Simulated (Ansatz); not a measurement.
A run for Ansatz (a quantum-chemistry and plane-wave program): R-BHLYP/def2-TZVPP on ILi (SMILES [Li][I]). Elements past Kr take the def2 small-core potentials; no spin–orbit coupling.

Ansatz 0.2 input:
```yaml
crystal:
  periodic: [false, false, false]
  atoms:
    - {symbol: Li, position_ang: [0.00000000, 0.00000000, -1.19600000]}
    - {symbol: I, position_ang: [0.00000000, 0.00000000, 1.19600000]}
basis:
  gaussian:
    orbitals: def2-TZVPP
hamiltonian:
  xc: {name: BHLYP}
scf: {lower_state_search: off}
```

Program output:

```
WARN ansatz: RAYON_NUM_THREADS=1 ignored (pool sized by the plan → 1); use --threads N
Functional definition: BHLYP
these checks for a lower state are left out or cut short: stability, starts, cluster_reference, orbital_swaps, neighbouring_geometries, increment
integrals: 0.01 GiB planned
611 factors; their error is unknown
mean field: 0.15 GiB planned
mean field evaluation 1: about -8305.2902 eV, gradient 1.2e1 eV
mean field evaluation 2: about -8305.6270 eV, gradient 1.1e1 eV
mean field evaluation 4: about -8305.8586 eV, gradient 3.7e-1 eV
mean field evaluation 8: about -8306.4303 eV, gradient 2.7e-2 eV
mean field evaluation 16: about -8306.4303 eV, gradient 4.4e-6 eV
mean field -8306.43029229 eV, -305.2556829408 hartree, gradient 2.2e-6 eV, S^2 0.000000; 0 other end points of the search recorded, 0 dependent functions left out
reference -8306.43041762 eV, -305.2556875467 hartree; 14, 14 occupied and 55, 55 virtual orbitals, 611 factors
Total energy: -8306.43041762 eV, -305.2556875467 hartree
Checks for a lower state left out: stability, starts, cluster_reference, orbital_swaps, neighbouring_geometries, increment
```

Self-consistency was reached.

Cost: very roughly 0.8 core-seconds.
